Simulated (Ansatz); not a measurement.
Program: Ansatz. Geometries: PBE0-D4/def2-TZVP. ΔE: electronic, gas phase. CCSD(T)/CBS is the MP2 limit (def2-TZVPP, def2-QZVPP) plus CCSD(T) − MP2 in def2-TZVPP, frozen cores. Functionals use def2-TZVPP. HSE06 is defined as in plane-wave codes. Elements past krypton have def2 core potentials. For In outer-core shells are correlated without core-valence functions, which leaves a few kJ/mol of doubt a bond. One conformer a species, not always the lowest.

Reaction (ligand exchange at the Si–C bond): `C=NBC[SiH3]` + `[CH3][In]([NH2])[OH]` → `[CH3][In]([NH2])[O][SiH3]` + `C=NBC`

CCSD(T)/CBS gives -25.4 kcal/mol.

(1) Another level gave -22.0 kcal/mol. Which?
A. r2SCAN-D4/def2-TZVPP
B. B97M-V/def2-TZVPP
C. HSE06/def2-TZVPP
D. PBE/def2-TZVPP

Largest T1 diagnostic among the species: 0.015.

## Answers

(1) D. PBE -22.0, r2SCAN-D4 -25.0, HSE06 -23.4, B97M-V -26.6 kcal/mol.

From PBE to PBE0 (25 % exact exchange), in def2-TZVPP and without D4, ΔE moves by −1.4 kcal/mol. In def2-TZVPP, CCSD(T) changes the Hartree–Fock value by +5.1 kcal/mol (the triples alone add +0.7 kcal/mol) and MP2 by +5.0 kcal/mol.
